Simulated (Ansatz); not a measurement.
Cost and result for the atomization energy of H6S2Si2 (`[SiH3][SiH2]SS`) (10 atoms, 9 bonds).

```xyz
10

Si   -1.4165    0.5422   -1.3438
Si    0.5425    0.1101   -0.1309
S     0.0279   -1.3192    1.3872
S     1.8858   -1.5740    2.2499
H    -2.4645    1.0933   -0.4452
H    -1.9192   -0.7082   -1.9706
H    -1.1217    1.5363   -2.4109
H     1.6070   -0.4475   -1.0051
H     1.0535    1.3516    0.5099
H     1.8052   -0.5847    3.1594
```

Charge 0, multiplicity 1. The structure was optimised at the PBE0-D4/def2-TZVP level. It is one conformer, not always the lowest. Program: Ansatz. All runs use 4 threads of an Arm Neoverse V2 on a shared host. Times are those of one run each, without the atoms' runs, and a repeat can differ threefold. Electronic energies, without spin–orbit coupling; frozen cores. CCSD(T)/CBS adds CCSD(T) − MP2 in def2-TZVPP to the MP2 limit, and its time is that of the two runs behind it. T1 = 0.013. B3LYP takes the VWN-RPA correlation (the form of Gaussian; ORCA's B3LYP/G). HSE06 is the plane-wave form, built on full-range PBE exchange.

CCSD(T)/CBS is a level of theory with its own doubt, some kJ/mol a heavy atom from the limit and from the frozen cores, so smaller differences don't rank the functionals.

```tsv
level	functions	wall time	atomization (kJ/mol)	difference from CCSD(T)/CBS	per bond
BLYP-D4/def2-TZVPP	252	1.9 s	2799.7	-39.7	-4.4
revPBE-D4/def2-TZVPP	252	1.9 s	2791.1	-48.3	-5.4
CCSD(T)/def2-SVP	102	2.1 s	2574.3	-265.1	-29.5
PBE-D4/def2-TZVPP (with forces)	252	2.4 s	2833.9	-5.5	-0.6
HSE06-D4/def2-TZVPP	252	3.4 s	2814.3	-25.1	-2.8
B2PLYP/def2-TZVPP	252	4.5 s	2772.8	-66.6	-7.4
B3LYP-D4/def2-TZVPP (with forces)	252	4.7 s	2825.3	-14.1	-1.6
r2SCANh-D4/def2-TZVPP	252	5.5 s	2830.3	-9.1	-1.0
B97M-V/def2-TZVPP	252	8 s	2871.9	32.5	3.6
ωB97M-V/def2-TZVPP (with forces)	252	11 s	2848.3	8.9	1.0
MP2/def2-QZVPP	460	16 s	2789.0	-50.4	-5.6
CCSD(T)/def2-TZVPP	252	81 s	2743.9	-95.5	-10.6
CCSD(T)/CBS(def2)	–	97 s	2839.4	0.0	0.0
```

The D4 term adds +45.3 kJ/mol with B3LYP and +23.8 kJ/mol with PBE0; it sums over pairs of atoms, weighted by their polarisabilities, and B3LYP, whose exchange is more repulsive, gets the larger term. In def2-TZVPP, CCSD(T) changes the Hartree–Fock value by +692.5 kJ/mol (the triples alone add +40.2 kJ/mol) and MP2 by +681.2 kJ/mol; breaking electron pairs costs correlation energy, which Hartree–Fock lacks. Leaving LDA and LC-ωPBE aside and taking each functional with its dispersion term where it has one, the values spread over 99.1 kJ/mol, from B2PLYP to B97M-V. LDA lies +381.4 kJ/mol from PBE without D4, its usual overbinding.
